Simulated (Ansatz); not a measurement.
Compare A (`Cc1ccccc1N`) with its isomer B (`Cc1ccc(C)nc1`).

Calculated with Ansatz (gas phase, PBE0-D4/def2-TZVP geometries, no zero-point term in ΔE). CBS: MP2 limit from def2 TZ/QZ plus the TZ coupled-cluster correction, frozen cores. Functionals use def2-TZVPP. One conformer a species, not always the lowest.

A:

Z-matrix (Å, degrees):
```
C
C 1 1.496
H 1 1.090 2 110.9
H 1 1.097 2 111.9 3 119.7
H 1 1.095 2 111.5 3 -120.4
C 2 1.388 1 121.4 3 -2.0
C 2 1.404 1 120.0 3 177.7
C 6 1.387 2 122.0 1 179.4
H 6 1.086 2 118.4 1 -0.4
C 7 1.394 2 119.5 1 -179.5
N 7 1.387 2 120.1 1 -2.4
C 8 1.386 6 119.0 2 0.1
H 8 1.083 6 120.4 2 -179.9
H 10 1.086 7 119.2 2 179.8
H 11 1.007 7 115.7 2 28.7
H 11 1.007 7 115.0 2 162.2
H 12 1.084 8 120.3 6 180.0
```

B:

Z-matrix (Å, degrees):
```
C
C 1 1.496
H 1 1.093 2 111.3
H 1 1.093 2 111.3 3 -119.6
H 1 1.091 2 111.1 3 120.2
C 2 1.391 1 121.5 3 -120.9
C 2 1.389 1 122.3 3 59.1
N 6 1.326 2 124.8 1 -180.0
H 6 1.089 2 119.3 1 0.1
C 7 1.382 2 119.7 1 180.0
H 7 1.086 2 120.1 1 -0.1
C 8 1.332 6 118.5 2 -0.0
H 10 1.084 7 120.6 2 180.0
C 12 1.496 8 116.8 6 180.0
H 14 1.091 12 111.8 8 179.9
H 14 1.092 12 110.2 8 -59.1
H 14 1.092 12 110.2 8 58.8
```

Which is lower in electronic energy at CCSD(T)/CBS, and by how much? (An estimate is asked.)

Ansatz gave: A, by 17.2 kJ/mol.

Give E(B) − E(A) in kJ/mol with PBE0-D4, B2PLYP, MP2/def2-TZVPP, PBE-D4, HF/def2-TZVPP, CCSD(T)/def2-SVP, ωB97M-V. (Estimate.)

Ansatz gave: PBE0-D4 20.4, B2PLYP 13.6, MP2/def2-TZVPP 17.2, PBE-D4 19.6, HF/def2-TZVPP 4.2, CCSD(T)/def2-SVP 0.8, ωB97M-V 16.9. None reverses the order clearly.

Largest T1 diagnostic: 0.011.

In def2-TZVPP, CCSD(T) changes the Hartree–Fock value by +8.0 kJ/mol (the triples alone add −0.3 kJ/mol) and MP2 by +12.9 kJ/mol. From BLYP to BHLYP (50 % exact exchange), in def2-TZVPP and without D4, E(B) − E(A) moves by +3.1 kJ/mol.
